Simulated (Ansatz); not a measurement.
InH2(NH2) (InNH₄). Charge 0, multiplicity 1. Geometry B3LYP-D4/def2-TZVP; atoms count from 1.

```xyz
6

In   -0.3533   -0.2890   -0.8473
H    -1.3329    0.8723   -1.6462
H     0.1016   -1.8792   -1.3063
N     0.3888    0.3180    0.9334
H     0.9801   -0.2445    1.5241
H     0.2156    1.2224    1.3423
```

In the def2 sets In takes a core potential; there is no spin–orbit coupling.

Q: Estimate the Mulliken populations from the PBE0/def2-TZVP orbitals of Ansatz.

A: 
| atom | charge (e) |
| --- | --- |
| In1 | 0.51 |
| H2 | -0.10 |
| H3 | -0.10 |
| N4 | -0.79 |
| H5 | 0.24 |
| H6 | 0.24 |
Mulliken values depend strongly on the basis.

Q: And the Mayer bond orders between heavy atoms (over 0.3)?

A: In1–N4 1.04 (2.02 Å).
